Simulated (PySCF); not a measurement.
Does the answer move with the share of exact exchange?

Compound: C₂H₅NO₂Si.
SMILES: `NC(=O)[SiH2]C=O`

Torsions of this conformer, `[NH2:1][C:2](=[O:3])[SiH2:4][CH:5]=[O:6]`: N1–C2–Si4–C5 8°, C2–Si4–C5–O6 -9°, H–N1–C2–O3 1°, H–N1–C2–O3 178°.

PySCF, pcSseg-2 basis, density fitting, gas phase, PBE0-D3(BJ)/def2-SVP geometry. One functional is left out:

```
functional  exact exchange (%)  HOMO energy (eV)  LUMO energy (eV)  dipole moment (D)
     B97-D                   0             -5.72             -3.17              2.505
      BLYP                   0             -5.62             -3.14              2.518
      BP86                   0             -5.82             -3.35              2.499
       LDA                   0             -5.88             -3.53              2.541
      OPBE                   0             -5.63             -3.15              2.418
       PBE                   0             -5.71             -3.27              2.480
     B3LYP                  20             -6.94             -2.42              2.682
     B97-2                  21             -6.88             -2.22              2.650
      PBE0                  25             -7.16             -2.16              2.675
 BHandHLYP                  50             -8.60             -0.96              2.894
```

Problem. Predict the row of mPW1PW91 (25 % exact exchange) by straight lines through the other rows, and check it.

Solution. 
```csv
property,line,computed,computed − line,"PBE0 (25 %), for comparison"
HOMO energy (eV),-7.16,-7.19,-0.03,-7.16
LUMO energy (eV),-2.12,-2.17,-0.05,-2.16
dipole moment (D),2.693,2.679,-0.014,2.675
```

Problem. Which of these properties follows the share of exact exchange most closely, and which least?

Solution. Most closely the HOMO energy, least the dipole moment; the correlations over the tabulated rows are HOMO energy -0.997, LUMO energy 0.989, dipole moment 0.971. The HOMO energy moves by -0.574 eV for every 10 %. Functionals with the same share still differ in their other parts: at 0 % BLYP and LDA differ by 0.26 eV in it.
